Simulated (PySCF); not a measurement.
BrCH2CH2CH2F, C3H6BrF.
Cartesian coordinates in Å at the PBE0-D3(BJ)/def2-SVP level; atoms count from 1:
```xyz
11
C3H6BrF angstrom
F     -1.1979   -0.3312    1.6145
C     -1.3018    0.1148    0.3185
C     -0.0984   -0.3237   -0.4863
C      1.1926    0.2152    0.0914
Br     2.7404   -0.3740   -0.9220
H     -1.3871    1.2160    0.3400
H     -2.2275   -0.2939   -0.1200
H     -0.0609   -1.4244   -0.5140
H     -0.2228    0.0193   -1.5263
H      1.2201    1.3136    0.0812
H      1.3417   -0.1316    1.1212
```

Level: PBE0/def2-SVPD in PySCF, non-relativistic, on one gas-phase PBE0-D3(BJ)/def2-SVP geometry that isn't relaxed in the solvent. The solvent is an IEF-PCM continuum (cavity from Bondi-type radii × 1.2). The model holds no explicit solvent molecules, cavitation or dispersion. Spin–orbit coupling is left out although an atom past zinc is present.

| medium | total energy (Eh) | HOMO (eV) | LUMO (eV) | dipole (D) |
| --- | --- | --- | --- | --- |
| gas phase | -2790.936247 | -7.990 | -0.274 | 2.133 |
| chloroform (ε = 4.711) | -2790.941538 | -8.030 | -0.185 | 2.648 |

**Question.** What is E(solvent) − E(gas) in chloroform, in kcal/mol?

**Answer.** -2790.941538 − (-2790.936247) = -0.005291 Eh = -3.32 kcal/mol.

**Question.** Scale it by Onsager's factor (ε − 1)/(2ε + 1) to methanol (ε = 32.61), and compare with the calculation.

**Answer.** The factor goes from 0.356 to 0.477, a ratio of 1.341, which gives -4.45 kcal/mol. The calculation gives -4.53 kcal/mol (total energy -2790.943458 Eh), so the scaled value is 1.6 % too small in size.

**Question.** Scale the changes of the other columns the same way. What are the values in methanol?

**Answer.** 
```json
{"quantity": "HOMO (eV)", "scaled": "-8.044", "computed": "-8.060", "difference": "+0.016"}
{"quantity": "LUMO (eV)", "scaled": "-0.155", "computed": "-0.174", "difference": "+0.019"}
{"quantity": "dipole (D)", "scaled": "2.824", "computed": "2.856", "difference": "-0.032"}
```

**Question.** How does each lowering split into the polarisation term (half the interaction with the induced surface charges) and the distortion of the solute's density?

**Answer.** chloroform: -3.74 + 0.42 kcal/mol, the distortion taking back 11 % of the polarisation term; methanol: -5.31 + 0.78 kcal/mol, the distortion taking back 15 % of the polarisation term.
